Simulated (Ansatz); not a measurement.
Calculated with Ansatz (gas phase, PBE0-D4/def2-TZVP geometries, no zero-point term in ΔE). CCSD(T)/CBS is the MP2 limit (def2-TZVPP, def2-QZVPP) plus CCSD(T) − MP2 in def2-TZVPP, frozen cores. This one scheme is used for every species. Functionals use def2-TZVPP.

Reaction (substitution at a C–C bond): `C[C@@H]1C[Si@@H]1F` + HCl → `F[Si@H]1C[C@@H]1Cl` + CH₄

| level | ΔE (eV) |
| --- | --- |
| PBE-D4 | 0.14 |
| MP2/def2-TZVPP | 0.22 |
| SCS-MP2/def2-QZVPP | 0.20 |
| CCSD/CBS(def2) | 0.22 |

What does CCSD(T)/CBS give? (An estimate is asked.)

The calculation gave: +0.21 eV. The listed levels differ from it by -0.07, 0.01, -0.01, 0.01 eV.

Largest T1 diagnostic among the species: 0.011.

In def2-TZVPP, CCSD(T) changes the Hartree–Fock value by +0.04 eV (the triples alone add −0.01 eV) and MP2 by +0.03 eV. From PBE to PBE0 (25 % exact exchange), in def2-TZVPP and without D4, ΔE moves by +0.05 eV.
